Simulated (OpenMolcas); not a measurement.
# Ru II: effect of the IPEA shift

```yaml
Program: OpenMolcas
Basis: ANO-RCC-VTZP [7s6p4d2f1g]
Scalar_Hamiltonian: DKH2, point nucleus
Active_space: 7 electrons in 6 orbitals (4d 5s)
State_averaging: 2S+1 = 6 even, 6 roots; 2S+1 = 4 even, 50 roots; 2S+1 = 2 even, 105 roots
Spin-orbit_coupling: RASSI with atomic mean-field integrals over the reference wave functions, term energies averaged over their components
```

Methods on the same reference wave functions:
A. CASSCF
B. MS-CASPT2, IPEA 0 Eh, imaginary shift 0.1 Eh (closed shells correlated: 4s 4p)
C. MS-CASPT2, IPEA 0.25 Eh, imaginary shift 0.1 Eh (closed shells correlated: 4s 4p)

Energies in cm⁻¹ above 4d⁷ ⁴F_9/2, the measured ground level; measured values from NIST Handbook of Basic Atomic Spectroscopic Data.

| Level | A | B | C | Measured |
| --- | --- | --- | --- | --- |
| 4d⁶ 5s ⁶D_9/2 | -631 | 6410 | 6910 | 9151 |
| 4d⁷ ⁴F_9/2 | 0.0 | 0.0 | 0.0 | 0.0 |
| 4d⁶ 5s ⁶D_7/2 | 432 | 7400 | 7900 | 10150 |
| 4d⁶ 5s ⁶D_5/2 | 1132 | 8100 | 8610 | 10852 |
| 4d⁷ ⁴F_7/2 | 1525 | 1648 | 1635 | 1523 |
| 4d⁶ 5s ⁶D_3/2 | 1603 | 8560 | 9090 | 11304 |
| 4d⁶ 5s ⁶D_1/2 | 1880 | 8860 | 9420 | 11604 |
| 4d⁷ ⁴F_5/2 | 2564 | 2690 | 2690 | 2494 |
| 4d⁷ ⁴F_3/2 | 3230 | 3330 | 3340 | 3104 |
| 4d⁷ ⁴P_5/2 | 10737 | 6160 | 7310 | 8257 |
| 4d⁷ ⁴P_3/2 | 11177 | 6450 | 7590 | 8478 |
| 4d⁷ ²G_9/2 | 11692 | 10170 | 10970 |  |
| 4d⁷ ⁴P_1/2 | 12284 | 7320 | 8440 | 9374 |
| 4d⁷ ²G_7/2 | 13113 | 11580 | 12420 |  |
| 4d⁶ 5s ⁴D_7/2(1) | 13439 | 14580 | 15900 |  |
| 4d⁶ 5s ⁴D_5/2(1) | 14554 | 15770 | 17070 |  |
| 4d⁶ 5s ⁴D_1/2(1) | 15465 | 17000 | 18280 |  |
| 4d⁷ ²H_11/2 | 16495 | 14360 | 15230 |  |
| 4d⁷ ²D_5/2 | 16699 | 13520 | 14630 |  |
| 4d⁷ ²P_1/2 | 17389 | 13700 | 14710 |  |
| 4d⁷ ²H_9/2 | 17938 | 15850 | 16710 |  |
| 4d⁶ 5s ⁴H_13/2 | 19641 | 22550 | 24290 |  |
| 4d⁶ 5s ⁴H_11/2 | 19880 | 22690 | 24440 |  |
| 4d⁶ 5s ⁴H_9/2 [58 %] | 20094 | 22640 | 24480 |  |

A puts 4d⁶ 5s ⁶D_9/2 lowest.

Deviations, from unrounded energies. A percentage is the sum of absolute deviations over the sum of measured energies, with the sign that they share, or ± where signs differ.

```tsv
Against measurement	Levels	A	B	C
mean absolute deviation (cm-1)	11	5200	1900	1300
fine structure of the ground term (%)	3	+2.8	+7.6	+7.6
other terms of the ground configuration (%)	3	+31.0	-23.6	-10.6
other configurations (%)	5	-91.7	-25.9	-21.0
```

C lies closest to measurement on these levels and A furthest from it. The largest miss of C in the table is 4d⁶ 5s ⁶D_7/2, by -2300 cm-1. The ranking rests on the paired levels alone, and a cruder setting can come out closer through cancelling errors.

Between B and C the level of the table that moves most is 4d⁶ 5s ⁴H_9/2 [58 %], by 1800 cm-1 (lowest in B, highest in C). Moves below CASPT2's spread within the term are not significant.

The mean deviations of B to C differ by less than CASPT2's widest spread within a term (1500 cm-1), so their order carries little weight.

From A to B the spin-free energies of the other terms of 4d⁷ shown, above ⁴F, scale by factors of 0.51 to 0.85.

The lowest spin-free term lies below A's lowest term by 0.501 hartree in B, 0.488 hartree in C.

Term energies are means over components that CASPT2 splits; among the terms shown or strongly mixed into the levels shown the widest spread is 1500 cm-1 (4d⁷ ⁴F, C). Configurations are named by rounded mean occupations; where the s occupation lies near a half they are strongly mixed, a name can repeat and a true partner stay unpaired. A single d shell beside an s shell can misplace configurations of different d count against each other. Without dynamic correlation excited terms often stand tens of per cent too high (terms of higher spin than the ground term too low), and those without a measured partner can miss by more than the paired ones (holds for A). The lowest computed level is not the ground level that NIST lists (4F9/2) (holds for A). Blocks of more than 70 roots (2S+1 = 2 even) ran without multistate coupling (holds for B; C). Some terms miss by over 15 % even with CASPT2, which points to a basis or an active space too small for the shells correlated (holds for B). Some levels mix across a computed gap that differs much from the measured one, so their mixing is not that of the real levels (holds for C). Measured partners are found by configuration, term and J. A level has none where our copy of the source lacks it or the pairing is in doubt (some pairs that miss far off the trend of their configuration count as doubtful), and it then counts in no deviation. Only configurations of the active space appear. The table leaves out levels that lie high or whose names do not pair safely across all columns.

A share in square brackets marks a mixed level and gives the weight of the term that names it, the lowest over the columns. A number in round brackets counts repeated terms of one configuration in the order of the reference energies.
